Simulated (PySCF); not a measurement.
**BTe⁺: input and log**

State: ³Π (triplet), unpaired electrons σ ↑, π ↑.

An equivalent input (the run itself took its basis sets from the Basis Set Exchange, started from a PBE0 density and held the occupation σ 7α 6β, πx 3α 2β, πy 3α 3β, δx 1α 1β, δy 1α 1β):

```python
from pyscf import gto, dft
mol = gto.M(atom='B 0 0 0; Te 0 0 2.065', basis={'B': 'def2-SVPD', 'Te': 'def2-SVPD'}, ecp={'Te': 'def2-SVPD'},
            charge=1, spin=2, verbose=4, symmetry='C2v')
mf = dft.UKS(mol, xc='LC_WPBE')
mf.grids.atom_grid = (80, 434)
mf.grids.prune = dft.gen_grid.treutler_prune
mf.irrep_nelec = {'A1': (8, 7), 'A2': (1, 1), 'B1': (3, 2), 'B2': (3, 3)}
mf.conv_tol = 1e-9
mf.max_cycle = 60
mf.diis_space = 10
mf.kernel()
```

The log (some set-up lines and the per-cycle HOMO/LUMO lines removed):

```
******** <class 'pyscf.dft.uks_symm.SymAdaptedUKS'> ********
method = SymAdaptedUKS
damping factor = 0
level_shift factor = 0
DIIS = <class 'pyscf.scf.diis.CDIIS'>
diis_start_cycle = 1
diis_space = 10
diis_damp = 0
SCF conv_tol = 1e-09
SCF conv_tol_grad = None
SCF max_cycles = 60
number electrons alpha = 15  beta = 13
Set gradient conv threshold to 3.16228e-05
init E= -292.390067072711
cycle= 1 E= -292.391736430411  delta_E= -0.00167  |g|= 0.0129  |ddm|= 0.0987
cycle= 2 E= -292.391922008908  delta_E= -0.000186  |g|= 0.00605  |ddm|= 0.0407
cycle= 3 E= -292.391970008117  delta_E= -4.8e-05  |g|= 0.00379  |ddm|= 0.0155
cycle= 4 E= -292.391989714957  delta_E= -1.97e-05  |g|= 0.00114  |ddm|= 0.0108
cycle= 5 E= -292.391994557293  delta_E= -4.84e-06  |g|= 0.000537  |ddm|= 0.00577
cycle= 6 E= -292.391994875838  delta_E= -3.19e-07  |g|= 0.000302  |ddm|= 0.00335
cycle= 7 E= -292.39199565036  delta_E= -7.75e-07  |g|= 0.000194  |ddm|= 0.00206
cycle= 8 E= -292.391995977484  delta_E= -3.27e-07  |g|= 0.000114  |ddm|= 0.00197
cycle= 9 E= -292.391996152538  delta_E= -1.75e-07  |g|= 5.04e-05  |ddm|= 0.0016
cycle= 10 E= -292.391996312984  delta_E= -1.6e-07  |g|= 1.75e-05  |ddm|= 0.000696
cycle= 11 E= -292.391996315425  delta_E= -2.44e-09  |g|= 4.34e-06  |ddm|= 0.000186
cycle= 12 E= -292.391996315514  delta_E= -8.98e-11  |g|= 7.82e-07  |ddm|= 3.24e-05
Extra cycle  E= -292.391996315516  delta_E= -1.25e-12  |g|= 3.71e-07  |ddm|= 2.37e-06
converged SCF energy = -292.391996315516  <S^2> = 2.0150196  2S+1 = 3.0099964
```

Repeating this along the bond gives Re = 2.029 Å and ωe = 719 cm⁻¹.

A point of this curve took 0.96 CPU seconds beside 0.21 for the integrals, on Oxide Virtual Turin-like (shared host).

Spin–orbit coupling is left out. The state is the lowest determinant that a PBE0 search found; another state may lie lower at other levels.
